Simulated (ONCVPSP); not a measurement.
## Plane-wave convergence, ONCV potential for oxygen

ONCVPSP 4.0.1 input, shortened (lines: element, Z, core and valence counts, functional; n l f; lmax; l rc ep ncon nbas qcut; lloc lpopt rc5 dvloc0; l nproj debl; icmod fcfact rcfact), PBE, scalar-relativistic:

```
  O 8.00    1    2        4      upf
    1    0    2.00
    2    0    1.75
    2    1    4.25
    1
    0    1.00    0.00    5    8    5.80
    1    1.05    0.00    5    9    9.50
    4    3    0.75    6.00
    0    2    0.80
    1    2    3.00
    2    0.50    1.10
```

In the s channel the program set the typed energies aside and used -0.885, 0.250 Ha.

For each optimised wave give the share of its norm inside rc, the residual kinetic energy above qcut (Ha) and the cutoffs (Ha) for errors of 10, 1, 0.1 and 0.01 mHa per electron.

| wave | norm inside rc | residual KE | 10 mHa | 1 mHa | 0.1 mHa | 0.01 mHa |
| --- | --- | --- | --- | --- | --- | --- |
| 2s | 0.459 | 2.3e-02 | 24.2 | 130.5 | 162.1 | 182.0 |
| s projector 2 | 0.057 | 4.1e-03 | 6.0 | 25.9 | 105.7 | 191.5 |
| 2p | 0.466 | 1.1e-03 | 33.7 | 45.8 | 195.4 | 237.6 |
| p projector 2 | 0.078 | 1.3e-03 | 34.1 | 46.7 | 89.7 | 228.6 |

The occupied waves need 130 Ha and 195 Ha for 1 and 0.1 mHa. Note: ghosts flagged at negative energy: s at -285374.7 eV; no localised positive-energy state flagged. A true bound ghost makes a file unfit for plane-wave use. Its largest configuration-test error is +966 meV.
